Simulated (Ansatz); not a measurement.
Calculated with Ansatz (gas phase, PBE0-D4/def2-TZVP geometries, no zero-point term in ΔE). CCSD(T)/CBS adds triple-zeta CCSD(T) − MP2 to the extrapolated MP2 energy (def2 sets, frozen cores). This one scheme is used for every species. Functionals use def2-TZVPP. B3LYP here is the variant with VWN-RPA as its local correlation; programs differ in this. For Ga, Se outer-core shells are correlated without core-valence functions, which leaves a few kJ/mol of doubt a bond. Scalar relativity is left out up to krypton. Each species was taken in one conformer, which may not be the lowest.

Consider the substitution at a C–O bond: `COB(S)S` + `[OH][GaH][SeH]` → `C[O][GaH][SeH]` + `OB(S)S`.

```
             level  ΔE (kcal/mol)  difference from CCSD(T)/CBS
         r2SCAN-D4            2.6                         -0.4
          B3LYP-D4            2.6                         -0.4
           ωB97X-V            2.7                         -0.3
           ωB97M-V            2.9                         -0.1
            B2PLYP            2.5                         -0.5
               PBE            2.2                         -0.8
            r2SCAN            2.5                         -0.5
              PBE0            2.2                         -0.8
     HF/def2-TZVPP            2.0                         -1.0
    MP2/def2-TZVPP            3.2                          0.2
   CCSD/def2-TZVPP            2.6                         -0.4
CCSD(T)/def2-TZVPP            2.8                         -0.2
     HF/def2-QZVPP            2.0                         -1.0
    MP2/def2-QZVPP            3.3                          0.3
      HF/CBS(def2)            2.1                         -0.9
    CCSD/CBS(def2)            2.8                         -0.2
       CCSD(T)/CBS            3.0                            0
```

Largest T1 diagnostic among the species: 0.013.

In def2-TZVPP, CCSD(T) changes the Hartree–Fock value by +0.8 kcal/mol (the triples alone add +0.2 kcal/mol) and MP2 by +1.2 kcal/mol.
